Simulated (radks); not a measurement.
Neutral silicon inside a hard spherical wall (all orbitals vanish at R), configuration held at [Ne] 3s2 3p2 and not refilled when levels cross. All-electron calculation, non-relativistic Kohn-Sham, PBEsol, spin-unpolarised, spherical densities, point nucleus. Program: a radial shooting solver on a logarithmic mesh with Libxc functionals. Eigenvalues in eV, with the zero of energy where the potential of the charges vanishes at infinity; a dash marks a level that is unbound or too diffuse for the functional's potential to be trusted. A positive occupied level is held by the wall or, in an anion where self-interaction has pushed it up, behind a barrier. The pressure on the wall is -dE/dV.

R (bohr),E (hartree),kinetic (hartree),e(2s),e(2p),e(3s),e(3p),"e(4s, empty)","e(4p, empty)",pressure (GPa)
free,-288.66733,288.173,-138.47,-95.457,-10.724,-4.066,-,-,0
15,-288.66733,288.173,-138.47,-95.456,-10.724,-4.066,-0.206,0.691,< 0.0001
6,-288.63847,288.343,-137.17,-94.146,-9.839,-3.020,6.772,10.890,2.19
5,-288.57127,288.664,-135.37,-92.342,-8.623,-1.480,13.484,18.882,11.2
4,-288.32073,289.656,-131.08,-88.023,-5.341,2.661,29.274,36.300,67.5
3.5,-287.98297,290.801,-127.10,-84.010,-1.694,7.136,45.119,52.973,182
2,-281.50268,307.450,-95.739,-51.928,53.545,67.114,229.77,231.25,7760
